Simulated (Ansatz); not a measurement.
`F[Si](S)(Cl)Cl` + `[NH2][Ti]([OH])([F])[Cl]` → `S[Si](Cl)(Cl)Cl` + `[NH2][Ti]([OH])([F])[F]`  (redistribution)

Calculated with Ansatz (gas phase, PBE0-D4/def2-TZVP geometries, no zero-point term in ΔE). CBS: MP2 limit from def2 TZ/QZ plus the TZ coupled-cluster correction, frozen cores. This one scheme is used for every species. DFT in def2-TZVPP. HSE06 is defined as in plane-wave codes. For Ti outer-core shells are correlated without core-valence functions, which leaves a few kJ/mol of doubt a bond. Scalar relativity is left out up to krypton. One conformer a species, not always the lowest.

**Question.** Is it downhill or uphill in electronic energy at CCSD(T)/CBS, and by how much? (An estimate is asked.)

**Answer.** The calculation gave: Uphill: ΔE = +40.4 kJ/mol.

**Question.** What do these levels give: revPBE-D4, r2SCANh-D4, ωB97X-V, ωB97M-V, r2SCANh, HSE06, LC-ωPBE, HF/def2-SVP, MP2/def2-SVP, HF/def2-QZVPP, HF/CBS(def2), MP2/CBS(def2)? (Estimate.)

**Answer.** Ansatz gave: revPBE-D4 22.1, r2SCANh-D4 36.2, ωB97X-V 29.6, ωB97M-V 31.9, r2SCANh 36.5, HSE06 31.7, LC-ωPBE 25.2, HF/def2-SVP 28.5, MP2/def2-SVP 22.8, HF/def2-QZVPP 46.7, HF/CBS(def2) 47.0, MP2/CBS(def2) 40.7 kJ/mol.

Largest T1 diagnostic among the species: 0.024, so the coupled-cluster value is less sure than usual.

From PBE to PBE0 (25 % exact exchange), in def2-TZVPP and without D4, ΔE moves by +5.0 kJ/mol. Leaving LDA and LC-ωPBE aside and taking each functional with its dispersion term where it has one, the values, not all of them listed here, spread over 18.3 kJ/mol, from revPBE-D4 to B2PLYP. LDA lies +3.8 kJ/mol from PBE without D4. In def2-TZVPP, CCSD(T) changes the Hartree–Fock value by −4.9 kJ/mol (the triples alone add +2.1 kJ/mol) and MP2 by −4.6 kJ/mol.
